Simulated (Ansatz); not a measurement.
Two structures, one formula

Two relaxed structures of NH3Te, closed shell (PBE0-D4/def2-TZVP; forces vanish, vibrations not checked).

A:

```xyz
5
angstrom
N -0.2163 -0.7445 -0.1265
Te 0.4604 1.2240 0.6076
H -1.1511 -0.9350 0.2145
H 0.4116 -1.4681 0.2032
H -0.2249 -0.7484 -1.1397
```

B:

| atom | x (Å) | y (Å) | z (Å) |
| --- | --- | --- | --- |
| N1 | -0.2296 | -0.6587 | -0.1242 |
| Te2 | 0.4197 | 1.1133 | 0.6185 |
| H3 | -1.1420 | -0.8761 | 0.2545 |
| H4 | 0.4132 | -1.3957 | 0.1345 |
| H5 | 0.5387 | 1.8173 | -0.8833 |

Ansatz 0.2.0; basis: def2-TZVPP; cores frozen in the correlated methods. Filled d shells of the heavier atoms are correlated. Core potentials replace the inner electrons of the atoms past krypton. The def2 sets are not built for correlating such inner shells, so the correlated values are less sure here. B3LYP uses VWN-RPA correlation.

Q: Which structure is lower at CCSD(T), and by how much? (To be estimated.)

A: The calculation gives: A, by 0.067 eV (electronic energy, against the other). By their contacts, A is NH₃Te ([NH3][Te]) and B is NH₃Te ([NH2][TeH]).

All methods give the same order:

```tsv
method	E(B) − E(A) (eV)
PBE-D4	0.011
r2SCAN-D4	0.016
PBE0-D4	0.101
B3LYP-D4	0.115
wB97M-V	0.175
HF	0.401
MP2	0.082
CCSD	0.118
CCSD(T)	0.067
```

The T1 diagnostic stays at or below 0.012.

Labels in which every atom is bracketed show which atoms are joined, not bond orders.

For scale, one of the runs: CCSD(T)/def2-TZVPP, 123 basis functions, launched by `ansatz run in.yaml --threads 2 --pin off --events-out ev --progress --plain --max-ram 4352MiB`. Time: 12 s of wall clock on 2 CPU threads of an Arm Neoverse V1; the host was shared. Peak host memory: 0.65 GiB.
